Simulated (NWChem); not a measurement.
System: Si$_{2}$H$_{3}$, doublet; SMILES [Si][SiH3]

Program: NWChem. Spin-unrestricted. In the optimisation the excess spin sits in a" (Cs, its own frame). No stability test was run on the SCF state. Each level has its own optimisation; frequencies are unscaled.

For level PBE0/def2-SVP:

* **r Si–Si (Å)**: 2.382
* **highest harmonic frequency (cm⁻¹)**: 2201
* **lowest (cm⁻¹)**: 274
* **zero-point energy (kcal/mol)**: 14.8

Task: What are these values for level LDA (Slater exchange, VWN5)/def2-SVP?

Result: 
| Item | Value |
|---|---|
| r Si–Si (Å) | 2.243 |
| highest harmonic frequency (cm⁻¹) | 2099 |
| lowest (cm⁻¹) | 368 |
| zero-point energy (kcal/mol) | 13.7 |
